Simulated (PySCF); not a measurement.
Excitation energy of N by level of theory

N [He] 2s2 2p3 (4S) → N [He] 2s1 2p4 (4P), as a difference of total energies. Computed with PySCF 2.14 in aug-cc-pVQZ-DK (6s5p4d3f2g, 80 functions), with scalar relativity by spin-free X2C-1e. Correlated levels: valence: 1s2 frozen. The calculations carry no spin-orbit coupling.

```
           method  excitation energy (cm⁻¹)
              UHF                     87900
              LDA                     85346
              PBE                     83898
             PBE0                     85858
           r2SCAN                     83354
          r2SCANh                     84028
            B3LYP                     85856
             TPSS                     85552
             PW91                     84096
    MP2 (valence)                     89208
SCS-MP2 (valence)                     89371
```

Errors of the correlated levels include the incompleteness of this basis and the frozen core.

Problem. Which method comes closest to the reference value, and which is furthest?

Solution. The reference is 88132 cm⁻¹ (measured; NIST levels, between the centres of gravity of the two terms). Closest: UHF (error -232.01 cm⁻¹); furthest: r2SCAN (error -4778.6 cm⁻¹).
